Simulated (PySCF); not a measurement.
A PySCF script (with the pyscf-properties extension) for the NMR shieldings of `[SiH3]O[Si@@H]1[SiH2]C[SiH2][SiH2]1`, CH₁₂OSi₅, on a GFN2-xTB geometry:

```python
import basis_set_exchange as bse
import numpy as np
from pyscf import gto, dft
from pyscf.prop import nmr

atoms = """
Si    3.138745    0.929903   -0.801090
O     2.146762   -0.326341   -0.609105
Si    0.697997   -1.025451   -0.290384
Si   -0.959112   -0.010915   -1.567971
C    -2.387647    0.246756   -0.316398
Si   -1.863485    0.777544    1.450283
Si    0.038819   -0.498172    1.888609
H     4.475020    0.345439   -0.806397
H     2.795337    1.575481   -2.067584
H     2.933955    1.844088    0.323562
H     1.026047   -2.421573   -0.621992
H    -0.607444    1.310967   -2.117683
H    -1.497078   -0.764689   -2.714114
H    -3.106796    0.957400   -0.719875
H    -2.928178   -0.698357   -0.232746
H    -1.634634    2.231405    1.429424
H    -3.020359    0.589347    2.339303
H    -0.277034   -1.678897    2.711958
H     1.019281    0.225879    2.714738
"""
names = dict.fromkeys(["Si", "O", "C", "H"], "pcSseg-1")
basis = {el: gto.basis.parse(bse.get_basis(n, elements=[el], fmt="nwchem")) for el, n in names.items()}
mol = gto.M(atom=atoms, basis=basis, charge=0, verbose=0)
mf = dft.RKS(mol, xc="PBE0")
mf.grids.level = 2
mf.grids.alignment = dft.numint.BLKSIZE   # the property module wants whole blocks of grid points
mf.conv_tol = 1e-9
mf.kernel()

calc = nmr.RKS(mf)   # GIAO
C = mf.mo_coeff
Co = C[:, mf.mo_occ > 0]
resp = mf.gen_response(singlet=True, hermi=2)
def vind(x):   # induced exchange potential for any number of trial vectors
    d = np.einsum("pi,xij,qj->xpq", C, 2 * x.reshape(-1, C.shape[1], Co.shape[1]), Co, optimize=True)
    return np.einsum("xpq,pi,qj->xij", resp(d - d.transpose(0, 2, 1)), C, Co, optimize=True).ravel()
mo1, _ = nmr.rhf.solve_mo1(calc, with_cphf=vind)
sigma = calc.kernel(mo1)
for i, s in enumerate(sigma):   # ppm
    w = np.linalg.eigvalsh((s + s.T) / 2)
    print("%2d %-2s iso %8.1f  s11 %8.1f  s22 %8.1f  s33 %8.1f" % (i, mol.atom_pure_symbol(i), w.mean(), *w))
```

Question: What are the results?

Answer: 
```
 0 Si iso    393.3  s11    353.6  s22    361.5  s33    464.7
 1 O  iso    348.6  s11    231.4  s22    402.3  s33    412.1
 2 Si iso    349.3  s11    265.8  s22    340.2  s33    441.8
 3 Si iso    426.6  s11    398.2  s22    406.1  s33    475.4
 4 C  iso    199.5  s11    189.9  s22    198.7  s33    209.9
 5 Si iso    418.9  s11    378.5  s22    406.2  s33    471.9
 6 Si iso    483.3  s11    456.9  s22    487.6  s33    505.5
 7 H  iso     26.8  s11     23.1  s22     24.7  s33     32.5
 8 H  iso     26.8  s11     23.0  s22     25.6  s33     31.7
 9 H  iso     26.8  s11     22.9  s22     26.2  s33     31.2
10 H  iso     25.3  s11     21.9  s22     24.5  s33     29.6
11 H  iso     27.6  s11     24.3  s22     25.5  s33     32.9
12 H  iso     27.5  s11     23.5  s22     25.4  s33     33.8
13 H  iso     31.3  s11     25.0  s22     28.3  s33     40.5
14 H  iso     32.3  s11     26.7  s22     29.4  s33     40.7
15 H  iso     27.5  s11     24.1  s22     25.2  s33     33.1
16 H  iso     27.4  s11     23.3  s22     25.1  s33     33.8
17 H  iso     28.5  s11     24.7  s22     25.6  s33     35.1
18 H  iso     28.2  s11     24.7  s22     25.5  s33     34.3
```

These numbers come from an equivalent density-fitted implementation of the same equations, which agrees with the script to about 0.01 ppm for H and up to a few tenths of a ppm for heavy atoms, so last digits may differ.

Question: Turn these shieldings into chemical shifts. Scale: 29Si (σ = 349.16 ppm) and 13C (σ = 186.93 ppm) and 1H (σ = 31.72 ppm) against TMS; H2O for 17O (σ = 336.08 ppm) (reference shieldings calculated alike).

Answer: Averaging equivalent atoms: Si 2: -0.1; Si 0: -44.1; Si 5: -69.7; Si 3: -77.4; Si 6: -134.2; O 1: -12.5; C 4: -12.6; H 10: 6.40; H 7/8/9: 4.95; H 16: 4.34; H 15: 4.22; H 12: 4.18; H 11: 4.15; H 18: 3.55; H 17: 3.26; H 13: 0.46; H 14: -0.55 ppm. Experimental scales use liquid or dissolved standards, which lie at an offset from isolated H2O (liquid H2O: subtract about 36 ppm).

Size and cost of the density-fitted run: 214 basis functions, 47 s wall time on 1 thread of an Arm Neoverse V1, shared host; peak memory 1.1 GiB.
